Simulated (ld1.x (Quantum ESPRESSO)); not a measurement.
## Pseudopotential generation for promethium (Pm): PAW, PBE, scalar-relativistic.

Input for ld1.x (Quantum ESPRESSO) 7.5:

```
&input
   title='Pm', zed=61., rel=1, dft='PBE', iswitch=3,
   config='[Xe] 4f4 5d1 6s2 6p0',
   nld=3, rlderiv=3.05, eminld=-5.0, emaxld=5.0, deld=0.02
 /
 &inputp
   pseudotype=3, lpaw=.true., tm=.true., lloc=-1, rcloc=2.15,
   nlcc=.true., new_core_ps=.true., rcore=1.55,
   which_augfun='PSQ', rmatch_augfun_nc=.true.,
   file_pseudopw='Pm.UPF', file_wfcaegen='ae.wfc', file_wfcncgen='nc.wfc', file_beta='beta', file_chi='chi', file_wfcusgen='us.wfc'
 /
6
5S  1  0   2.00   0.00  2.40  2.80  0.0
6S  2  0   2.00   0.00  2.40  2.80  0.0
5P  2  1   6.00   0.00  2.15  2.40  0.0
6P  3  1   0.00   0.00  2.15  2.40  0.0
5D  3  2   1.00   0.00  1.75  2.05  0.0
5D  3  2   0.00   2.50  1.75  2.05  0.0
 &test
   configts(1)='5s2 5p6 5d1 6s2 6p0'
 /
```

Command:

```bash
ld1.x < Pm.in > Pm.out
```

The program printed (shortened: banner, matrices, multipoles, cross overlaps and the repeated all-electron block are left out):

```
Program LD1 v.7.5
     --------------------------- All-electron run ----------------------------

     Pm
     scalar relativistic calculation

     atomic number is 61.00
     dft =PBE   lsd =0 sic =0 latt =0  beta=0.20 tr2=1.0E-14
     Exchange-correlation= PBE
                           (   1   4   3   4   0   0   0)
     mesh =1259 r(mesh) = 100.89962 a.u. xmin = -7.00 dx = 0.01250
     1 Ry =  13.60569312 eV, c = 137.03599908

     n l     nl                  e(Ry)          e(Ha)          e(eV)
     1 0     1S 1( 2.00)     -3309.6858     -1654.8429    -45030.5689
     2 0     2S 1( 2.00)      -538.5223      -269.2612     -7326.9696
     2 1     2P 1( 6.00)      -480.9335      -240.4668     -6543.4337
     3 0     3S 1( 2.00)      -117.8768       -58.9384     -1603.7952
     3 1     3P 1( 6.00)       -99.7975       -49.8988     -1357.8145
     4 0     4S 1( 2.00)       -23.8430       -11.9215      -324.4004
     4 1     4P 1( 6.00)       -17.8998        -8.9499      -243.5397
     3 2     3D 1(10.00)       -75.0258       -37.5129     -1020.7784
     5 0     5S 1( 2.00)        -3.3230        -1.6615       -45.2122
     5 1     5P 1( 6.00)        -1.8628        -0.9314       -25.3450
     4 2     4D 1(10.00)        -9.5039        -4.7520      -129.3075
     4 3     4F 1( 4.00)        -0.5497        -0.2749        -7.4792
     5 2     5D 1( 1.00)        -0.2085        -0.1042        -2.8366
     6 0     6S 1( 2.00)        -0.2889        -0.1445        -3.9313
     6 1     6P 1( 0.00)        -0.0984        -0.0492        -1.3388

     final scf error:  4.2E-15 reached in  30 iterations

     Etot =  -20040.960291 Ry,  -10020.480145 Ha, -272671.155609 eV

     Ekin =   21377.385604 Ry,   10688.692802 Ha,  290854.148303 eV
     Encl =  -48704.951213 Ry,  -24352.475606 Ha, -662664.619770 eV
     Eh   =    7743.191005 Ry,    3871.595502 Ha,  105351.480604 eV
     Exc  =    -456.585687 Ry,    -228.292844 Ha,   -6212.164745 eV

     normalization and overlap integrals

     s(1S/1S) =  1.000000  <r> =   0.0232  <r2> =    0.0007  r(max) =   0.0148
     s(2S/2S) =  1.000000  <r> =   0.0990  <r2> =    0.0116  r(max) =   0.0843
     s(2P/2P) =  1.000000  <r> =   0.0871  <r2> =    0.0093  r(max) =   0.0673
     s(3S/3S) =  1.000000  <r> =   0.2605  <r2> =    0.0775  r(max) =   0.2379
     s(3P/3P) =  1.000000  <r> =   0.2588  <r2> =    0.0776  r(max) =   0.2350
     s(4S/4S) =  1.000000  <r> =   0.5920  <r2> =    0.3953  r(max) =   0.5497
     s(4P/4P) =  1.000000  <r> =   0.6263  <r2> =    0.4460  r(max) =   0.5779
     s(3D/3D) =  1.000000  <r> =   0.2363  <r2> =    0.0657  r(max) =   0.1924
     s(5S/5S) =  1.000000  <r> =   1.4168  <r2> =    2.2563  r(max) =   1.2701
     s(5P/5P) =  1.000000  <r> =   1.6501  <r2> =    3.0906  r(max) =   1.4393
     s(4D/4D) =  1.000000  <r> =   0.6848  <r2> =    0.5437  r(max) =   0.6000
     s(4F/4F) =  1.000000  <r> =   0.9598  <r2> =    1.2156  r(max) =   0.6229
     s(5D/5D) =  1.000000  <r> =   2.8725  <r2> =   10.1134  r(max) =   2.0424
     s(6S/6S) =  1.000000  <r> =   4.1569  <r2> =   19.6114  r(max) =   3.5400
     s(6P/6P) =  1.000000  <r> =   5.7685  <r2> =   38.3161  r(max) =   4.7191

     ------------------------ End of All-electron run ------------------------

     --------------------- Generating PAW atomic setup --------------------

      Generating local potential from pseudized AE potential:
      Matching radius rcloc =   2.1500

      Local pseudo, rcloc= 2.147 Estimated cut-off energy=     5.45 Ry

      Computing core charge for nlcc:

       r > 1.55 : true rho core
      Core charge pseudized with two Bessel functions
      Integrated core pseudo-charge :   6.14
      Wfc-us  5S rcutus= 2.827  Estimated cut-off energy=     7.30 Ry
      Wfc-us  6S rcutus= 2.827  Estimated cut-off energy=    14.86 Ry
      Wfc-us  5P rcutus= 2.373  Estimated cut-off energy=    14.94 Ry
      Wfc-us  6P rcutus= 2.373  Estimated cut-off energy=    26.61 Ry
      Wfc-us  5D rcutus= 2.042  Estimated cut-off energy=    26.56 Ry
      Wfc-us  5D rcutus= 2.042  Estimated cut-off energy=    35.47 Ry

     Required augmentation: PSQ   radius:    2.800000

     Q pseudized with Bessel functions
     Expected ecutrho=     135.9499 due to l1=  2   l2=  2

     Estimated PAW energy = -513.061003 Ryd

     ------------------- End of pseudopotential generation -------------------

     Computing logarithmic derivative in   3.06607
     Computing logarithmic derivative in   3.06607
     Computing the partial wave expansion
     R is outside the sphere for l=    0 j= 0.00
     R is outside the sphere for l=    0 j= 0.00
     R is outside the sphere for l=    1 j= 0.00
     R is outside the sphere for l=    1 j= 0.00
     R is outside the sphere for l=    2 j= 0.00
     R is outside the sphere for l=    2 j= 0.00

     ---------------------- Testing the pseudopotential ----------------------

     Pm
     scalar relativistic calculation

     atomic number is 61.00   valence charge is 11.00
     dft = SLA  PW   PBX  PBC   lsd =0 sic =0 latt =0  beta=0.20 tr2=1.0E-14
     mesh =1259 r(mesh) = 100.89962 xmin = -7.00 dx = 0.01250

     n l     nl             e AE (Ry)        e PS (Ry)    De AE-PS (Ry)
     1 0     5S   1( 2.00)       -3.32304       -3.32302       -0.00002
     2 1     5P   1( 6.00)       -1.86282       -1.86280       -0.00002
     3 2     5D   1( 1.00)       -0.20848       -0.20847       -0.00001
     2 0     6S   1( 2.00)       -0.28895       -0.28894       -0.00000
     3 1     6P   1( 0.00)       -0.09840       -0.09840       -0.00000

     eps = 3.2E-16  iter =  8

     Etot =  -20040.960291 Ry,  -10020.480145 Ha, -272671.155609 eV
     Etotps =  -513.061002 Ry,    -256.530501 Ha,   -6980.550541 eV

     Ekin =     127.947908 Ry,      63.973954 Ha,    1740.819975 eV
     Encl =    -237.876076 Ry,    -118.938038 Ha,   -3236.468895 eV
     Ehrt =      53.452881 Ry,      26.726440 Ha,     727.263491 eV
     Ecxc =    -456.585714 Ry,    -228.292857 Ha,   -6212.165112 eV
     (Ecc =      -8.374851 Ry,      -4.187426 Ha,    -113.945653 eV)

     ---------------------- End of pseudopotential test ----------------------
```

Generation and configuration tests took about 2.1 s on one core of a shared server CPU.

Transferability test of the new file with ld1.x, input:

```
&input
   title='Pm', zed=61., rel=1, dft='PBE', iswitch=2,
   config='[Xe] 4f4 5d1 6s2 6p0'
 /
 &test
   file_pseudo='Pm.UPF', nconf=8,
   configts(1)='5s2 5p6 5d1 6s2 6p0',
   configts(2)='5s2 5p6 5d1 6s1 6p0',
   configts(3)='5s2 5p6 5d1 6s0 6p0',
   configts(4)='5s2 5p6 5d0 6s0 6p0',
   configts(5)='5s2 5p6 5d1 6s0 6p1',
   configts(6)='5s2 5p6 5d2 6s0 6p0',
   configts(7)='5s2 5p6 5d0 6s2 6p0',
   configts(8)='5s2 5p6 5d1 6s1 6p1'
 /
```

```bash
ld1.x < Pm.test.in > Pm.test.out
```

Pseudopotential blocks of its output, shortened (energy terms left out):

```
     ---------------------- Testing the pseudopotential ----------------------

     n l     nl             e AE (Ry)        e PS (Ry)    De AE-PS (Ry)
     1 0     5S   1( 2.00)       -3.32304       -3.32302       -0.00002
     2 1     5P   1( 6.00)       -1.86282       -1.86280       -0.00002
     3 2     5D   1( 1.00)       -0.20848       -0.20847       -0.00001
     2 0     6S   1( 2.00)       -0.28895       -0.28894       -0.00000
     3 1     6P   1( 0.00)       -0.09840       -0.09840       -0.00000

     eps = 3.2E-16  iter =  8

     Etot =  -20040.960291 Ry,  -10020.480145 Ha, -272671.155609 eV
     Etotps =  -513.061002 Ry,    -256.530501 Ha,   -6980.550541 eV

     ---------------------- End of pseudopotential test ----------------------

          ---------------------- Testing the pseudopotential ----------------------

     n l     nl             e AE (Ry)        e PS (Ry)    De AE-PS (Ry)
     1 0     5S   1( 2.00)       -3.77413       -3.77570        0.00157
     2 1     5P   1( 6.00)       -2.31312       -2.31456        0.00145
     3 2     5D   1( 1.00)       -0.62818       -0.62897        0.00080
     2 0     6S   1( 1.00)       -0.65339       -0.65376        0.00037
     3 1     6P   1( 0.00)       -0.41185       -0.41213        0.00028

     eps = 7.5E-15  iter = 18

     Etot =  -20040.492897 Ry,  -10020.246448 Ha, -272664.796387 eV
     Etotps =  -512.593354 Ry,    -256.296677 Ha,   -6974.187865 eV
     dEtot_ae =       0.467394 Ry
     dEtot_ps =       0.467648 Ry,   Delta E=      -0.000254 Ry

     ---------------------- End of pseudopotential test ----------------------

          ---------------------- Testing the pseudopotential ----------------------

     n l     nl             e AE (Ry)        e PS (Ry)    De AE-PS (Ry)
     1 0     5S   1( 2.00)       -4.30108       -4.30637        0.00530  !
     2 1     5P   1( 6.00)       -2.83619       -2.84075        0.00457
     3 2     5D   1( 1.00)       -1.10992       -1.11249        0.00257
     2 0     6S   1( 0.00)       -1.05959       -1.06090        0.00131
     3 1     6P   1( 0.00)       -0.76620       -0.76735        0.00115

     eps = 9.1E-15  iter = 16

     Etot =  -20039.640067 Ry,  -10019.820034 Ha, -272653.193047 eV
     Etotps =  -511.739562 Ry,    -255.869781 Ha,   -6962.571444 eV
     dEtot_ae =       1.320224 Ry
     dEtot_ps =       1.321439 Ry,   Delta E=      -0.001215 Ry

     ---------------------- End of pseudopotential test ----------------------
```

The test run then stopped with an error in new_paw_hamiltonian: “negative rho”.
